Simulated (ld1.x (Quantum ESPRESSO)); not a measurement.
# Building the TM potential for W (Z = 74) (PBEsol, scalar-relativistic).

tungsten (W), norm-conserving Troullier–Martins (Kleinman–Bylander form), made with ld1.x (Quantum ESPRESSO) 7.5 (PBEsol, scalar-relativistic). Core [Kr] 4d10 4f14 5s2, reference 5p6 5d4 6s2 6p0. Waves: 6s (bound): rc 1.86 bohr; 5d (bound): rc 1.12 bohr; 5f channel at 0.25 Ry: rc 1.42 bohr; 5p (bound): rc 1.08 bohr. Local part: the p channel. Core correction: a·sin(br)/r model core inside 1.00 bohr.

Poles of the logarithmic derivatives, all-electron (AE) and pseudo (PS). Narrow ghost or core levels that the grid stepped over were put in at their known energies. s: poles at no energy (AE) and -0.5 (PS) Ry. p: poles at -2.6 (AE) and -2.6 (PS) Ry. d: poles at 1.5 (AE) and 1.5 (PS) Ry. f: poles at -2.4 (AE) and -3.9 (PS) Ry. Test radius 2.04 bohr.

* Cutoffs needed: 120 Ry and 200 Ry (the cutoffs (Ry, on a coarse ladder) from which the occupation-weighted sum of valence levels, in a spherical-Bessel basis at the reference potential, stays within 10 and 1 mRy of its value at 400 Ry)
* Ghost test: ghost states, extra bound levels that the all-electron valence spectrum of the same l lacks: f at -53.7 eV, s at -7.3 eV; a true bound ghost makes a file unfit for plane-wave use (spherical-Bessel basis up to 400 Ry, 20 bohr box)
* Largest excitation error: -250 meV (all-electron minus pseudo) for 5p6 5d3 6s2 6p0, out of 7 test configurations
